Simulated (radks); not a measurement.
Er IV, 65 electrons, occupied as [Xe] 4f11.

All-electron calculation, Dirac Kohn-Sham, BLYP, spin-unpolarised, spherical densities, finite nucleus; open shells fill j = l - 1/2 first; Fermi nuclear charge, rms radius 5.2516 fm. Program: a radial shooting solver on a logarithmic mesh with Libxc functionals.

Energy parts (eV):
| part | energy |
|---|---|
| total | -356405.68 |
| kinetic | 393322.82 |
| electron-nucleus | -879667.10 |
| Hartree | 137533.66 |
| exchange-correlation | -7595.06 |

Orbitals (lengths in bohr, moments of r in powers of bohr; <r^-3> diverges for s and p1/2; r(90%) holds 90 % of the orbital's charge):
| orbital | occ. | eigenvalue (eV) | <r^4> | <r^-3> | r(90%) | small-component weight |
|---|---|---|---|---|---|---|
| 1s1/2 | 2 | -57332.76 | 8.646e-07 | - | 0.0369 | 6.48e-02 |
| 2s1/2 | 2 | -9654.028 | 0.0001338 | - | 0.134 | 1.45e-02 |
| 2p1/2 | 2 | -9198.364 | 0.00008186 | - | 0.118 | 1.45e-02 |
| 2p3/2 | 4 | -8281.243 | 0.0001118 | 12190 | 0.128 | 1.33e-02 |
| 3s1/2 | 2 | -2188.847 | 0.005079 | - | 0.331 | 4.66e-03 |
| 3p1/2 | 2 | -1988.583 | 0.004557 | - | 0.323 | 4.60e-03 |
| 3p3/2 | 4 | -1796.006 | 0.005746 | 2658 | 0.342 | 4.26e-03 |
| 3d3/2 | 4 | -1452.879 | 0.004041 | 452.5 | 0.314 | 4.15e-03 |
| 3d5/2 | 6 | -1410.792 | 0.004340 | 395.5 | 0.319 | 4.05e-03 |
| 4s1/2 | 2 | -458.1988 | 0.1235 | - | 0.730 | 1.50e-03 |
| 4p1/2 | 2 | -378.1105 | 0.1385 | - | 0.752 | 1.42e-03 |
| 4p3/2 | 4 | -334.6285 | 0.1750 | 600.6 | 0.798 | 1.29e-03 |
| 4d3/2 | 4 | -202.6522 | 0.2419 | 87.69 | 0.866 | 1.11e-03 |
| 4d5/2 | 6 | -194.7305 | 0.2611 | 75.32 | 0.882 | 1.08e-03 |
| 4f5/2 | 6 | -35.7695 | 1.546 | 11.54 | 1.30 | 6.73e-04 |
| 4f7/2 | 5 | -34.6133 | 1.681 | 11.04 | 1.33 | 6.58e-04 |
| 5s1/2 | 2 | -81.6426 | 4.275 | - | 1.77 | 3.16e-04 |
| 5p1/2 | 2 | -59.3346 | 6.924 | - | 2.00 | 2.54e-04 |
| 5p3/2 | 4 | -53.4590 | 9.094 | 79.95 | 2.14 | 2.22e-04 |
| 5d3/2 | 0 | -25.3162 | 41.83 | 5.784 | 3.17 | 1.07e-04 |
| 5d5/2 | 0 | -24.8061 | 45.09 | 4.915 | 3.23 | 1.02e-04 |
| 6s1/2 | 0 | -24.0513 | 135.3 | - | 4.20 | 6.28e-05 |
| 6p1/2 | 0 | -18.8690 | 236.8 | - | 4.83 | 5.05e-05 |
| 6p3/2 | 0 | -17.8744 | 284.5 | 14.09 | 5.06 | 4.77e-05 |

The highest occupied level is 4f7/2 at -34.613 eV. For comparison, the ionisation energy in NIST's Atomic Spectra Database is 42.42 eV (semi-empirical). In exact Kohn-Sham theory the highest level is minus the ionisation energy, but local and semilocal functionals leave it too shallow, through self-interaction and a potential that decays too fast; potentials with the right tail come closer. Summed over all electrons, <r^2> = 33.35 bohr^2, which gives a Langevin (diamagnetic) susceptibility term of -26.4 x 10^-6 cm^3/mol. The density falls to 0.001 e/bohr^3 at r = 3.15 bohr.

Beside tabulated values, note that spin-unpolarised runs miss the spin-polarisation part of the exchange energy of open shells.
